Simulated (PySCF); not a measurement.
**Simulated characterisation data**

Non-relativistic Hamiltonian, gas phase, rapidly exchanging positions averaged, one computed conformer. PBE0/pcSseg-1 with gauge-including orbitals; coordinates at the GFN2-xTB level; PySCF.

Referencing at the same level of theory: 1H and 13C vs TMS. Splittings of carbon signals by F and P are missing where no couplings were computed. Where no couplings were computed, multiplicities follow the n + 1 count of equivalent neighbours, and m marks all less simple cases (inequivalent or close neighbours, rings, F or P nearby). Shifts are as computed. Against solution values, carbons near 30 ppm lie about +3 ppm off and those near 130 ppm about +5 ppm. Of 1211 compounds with measured shifts, 218 miss one by over three times the rms of a fit or turn the order of signals round; such compounds aren't used in these exercises. OH and NH positions are gas-phase values without hydrogen bonding to other molecules.

Compound 1 (C6H10O). 1H NMR (400 MHz, computed): δ 3.72 (s, 3H), 3.60 (br s, 1H), 3.32 (br s, 1H), 1.29 (m, 1H), 0.81 (m, 2H), 0.41 (m, 2H). 13C{1H} NMR (computed): δ 178.4, 73.1, 56.2, 16.9, 13.2. Structure: SMILES C1(C(=C)OC)CC1.

Compound 2 (C6H7F3Si). 1H NMR (400 MHz, computed): δ 7.34 (m, 1H), 6.84 (m, 1H), 6.47 (m, 1H), 4.91 (m, 1H), 0.41 (d, 3H). 13C{1H} NMR (computed): δ 155.4 (C), 151.7 (CH), 141.3 (CH), 141.0 (CH), 131.9 (C), -7.0 (CH3). Structure: `C[Si@H]1C=CC(C(F)(F)F)=C1`.

Compound 3 (C5H9NO2Si). 1H NMR (400 MHz, computed): δ 6.25 (s, 1H), 4.66 (br s, 1H), 3.77 (t, 3H), 2.90 (t, 2H), 1.11 (m, 2H). 13C{1H} NMR (computed): δ 165.2 (C), 156.9 (C), 104.5 (CH), 29.8 (CH2), 11.0 (CH2). Structure: `Oc1cnc(CC[SiH3])o1`.
